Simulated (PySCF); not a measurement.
Partial charges of `C/C=C(/OC)C(=O)Cl`

C₅H₇ClO₂.
Cartesian coordinates in Å at the PBE0-D3(BJ)/def2-SVP level; atoms count from 1:
```xyz
15
C5H7ClO2 angstrom
C     -1.8713   -0.9755    0.4258
C     -0.4400   -0.6563    0.1433
C      0.0998    0.5656   -0.0688
O      1.3939    0.8210   -0.3253
C      2.2867   -0.2524   -0.3900
C     -0.7486    1.7851   -0.0278
O     -1.9166    1.8036    0.1988
Cl     0.1321    3.2913   -0.3539
H     -2.2138   -0.5200    1.3686
H     -2.5432   -0.5821   -0.3522
H     -2.0120   -2.0622    0.4959
H      0.2484   -1.5047    0.1049
H      3.2732    0.1727   -0.6120
H      2.0109   -0.9640   -1.1892
H      2.3355   -0.7998    0.5688
```

Density: PBE0/pcSseg-1 (PySCF); schemes: Mulliken, IAO, Hirshfeld and ESP-fitted. Isolated species at its PBE0-D3(BJ)/def2-SVP geometry (one conformer only).

**Question.** Which atoms carry the lowest charge in the Mulliken, IAO, Hirshfeld and ESP-fitted schemes?

**Answer.** The schemes don't all agree: Mulliken O4 (-0.466); IAO C1 (-0.415); Hirshfeld O7 (-0.184); ESP-fitted C1 (-0.594).

**Question.** Which atoms carry the highest charge in the Mulliken, IAO, Hirshfeld and ESP-fitted schemes?

**Answer.** All schemes agree: Mulliken C6 (+0.269); IAO C6 (+0.340); Hirshfeld C6 (+0.166); ESP-fitted C6 (+0.402).

**Question.** At which atom do the 4 schemes differ most?

**Answer.** At C1: from -0.594 (ESP-fitted) to -0.117 e (Hirshfeld), 0.477 e apart.

**Question.** Give the atomic charges in each scheme.

**Answer.** In e:

| atom | environment | Mulliken | IAO | Hirshfeld | ESP-fitted |
| --- | --- | --- | --- | --- | --- |
| C1 | allylic carbon | -0.187 | -0.415 | -0.117 | -0.594 |
| C2 | alkene CH carbon | -0.264 | -0.169 | -0.045 | -0.050 |
| C3 | vinylic carbon bearing oxygen | +0.185 | +0.126 | +0.046 | +0.155 |
| O4 | ether oxygen | -0.466 | -0.312 | -0.105 | -0.294 |
| C5 | methoxy carbon | -0.055 | -0.202 | -0.026 | -0.127 |
| C6 | acyl halide carbon | +0.269 | +0.340 | +0.166 | +0.402 |
| O7 | carbonyl oxygen | -0.315 | -0.360 | -0.184 | -0.369 |
| Cl8 | chlorine bonded to C | -0.091 | -0.071 | -0.068 | -0.137 |
| H9 | methyl hydrogen | +0.147 | +0.165 | +0.047 | +0.199 |
| H10 | methyl hydrogen | +0.148 | +0.166 | +0.045 | +0.198 |
| H11 | methyl hydrogen | +0.126 | +0.147 | +0.047 | +0.173 |
| H12 | vinylic hydrogen | +0.128 | +0.150 | +0.045 | +0.134 |
| H13 | methyl hydrogen | +0.145 | +0.169 | +0.061 | +0.143 |
| H14 | methyl hydrogen | +0.115 | +0.133 | +0.045 | +0.083 |
| H15 | methyl hydrogen | +0.115 | +0.133 | +0.045 | +0.083 |

Mean size of the charges over all atoms: ESP-fitted 0.209 e, IAO 0.204 e, Mulliken 0.184 e, Hirshfeld 0.073 e. Each set sums to the total charge, 0, to within 0.001 e. The Mulliken scheme counts on each atom the diagonal of the density matrix times the overlap matrix over that atom's basis functions. The IAO scheme counts the electrons in orthogonalised intrinsic atomic orbitals, a minimal basis polarised so that it spans the occupied orbitals exactly.

**Question.** How many electrons does the ESP-fitted scheme count on C5?

**Answer.** Z − q = 6 − (-0.127) = 6.127.

**Question.** How closely do the schemes follow one another over all atoms?

**Answer.** Correlation coefficient and root-mean-square difference: IAO with ESP-fitted 0.97, 0.068 e; IAO with Hirshfeld 0.95, 0.147 e; Hirshfeld with ESP-fitted 0.93, 0.175 e; Mulliken with IAO 0.92, 0.089 e; Mulliken with Hirshfeld 0.90, 0.137 e; Mulliken with ESP-fitted 0.84, 0.136 e.

**Question.** Sum the charges by element, for elements with more than one atom.

**Answer.** 
```json
{"element": "C", "atoms": "5", "Mulliken": "-0.051", "IAO": "-0.320", "Hirshfeld": "+0.024", "ESP-fitted": "-0.213"}
{"element": "O", "atoms": "2", "Mulliken": "-0.780", "IAO": "-0.672", "Hirshfeld": "-0.290", "ESP-fitted": "-0.663"}
{"element": "H", "atoms": "7", "Mulliken": "+0.923", "IAO": "+1.064", "Hirshfeld": "+0.334", "ESP-fitted": "+1.012"}
```
